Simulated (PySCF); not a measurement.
C4H5, SMILES [CH]=CC=C, multiplicity 2. Atoms are numbered in the order given.

```xyz
9

C     -0.0295     1.9309     0.0000
C      0.4259     0.6881     0.0000
C     -0.4104    -0.5183     0.0000
C      0.0802    -1.7674     0.0000
H     -0.9957     2.4374     0.0000
H      1.5134     0.5181     0.0000
H     -1.4948    -0.3609     0.0000
H      1.1585    -1.9557     0.0000
H     -0.5786    -2.6390     0.0000
```
Charge 0, spin multiplicity 2.

Geometry optimised at B3LYP-D3(BJ)/def2-SVP. The isomer is the one that the SMILES or the coordinates give; other isomers of the formula were not compared. The values are those of a single conformer.

Method: PySCF with ωB97X/def2-TZVPD.

Mulliken values depend strongly on the basis, most of all with diffuse functions as here. ESP charges are fitted to the potential on shells at 1.4 to 2.0 van der Waals radii. Atomic charges (e):

```json
[
 {"atom": "C1", "meta-Löwdin": "-0.15", "ESP fit": "…", "Mulliken spin": "0.79"},
 {"atom": "C2", "meta-Löwdin": "-0.12", "ESP fit": "-0.10", "Mulliken spin": "0.12"},
 {"atom": "C3", "meta-Löwdin": "-0.09", "ESP fit": "-0.05", "Mulliken spin": "0.06"},
 {"atom": "C4", "meta-Löwdin": "-0.25", "ESP fit": "…", "Mulliken spin": "-0.04"},
 {"atom": "H5", "meta-Löwdin": "0.14", "ESP fit": "…", "Mulliken spin": "0.07"},
 {"atom": "H6", "meta-Löwdin": "0.13", "ESP fit": "…", "Mulliken spin": "0.03"},
 {"atom": "H7", "meta-Löwdin": "0.11", "ESP fit": "0.15", "Mulliken spin": "-0.01"},
 {"atom": "H8", "meta-Löwdin": "0.11", "ESP fit": "0.20", "Mulliken spin": "-0.01"},
 {"atom": "H9", "meta-Löwdin": "0.12", "ESP fit": "0.20", "Mulliken spin": "-0.01"}
]
```

Q: Some entries are withheld; supply them. (An estimate is asked for; the answer gives what the named calculation found.)

A: 
- C1, ESP fit: -0.31
- C4, ESP fit: -0.49
- H5, ESP fit: 0.22
- H6, ESP fit: 0.17
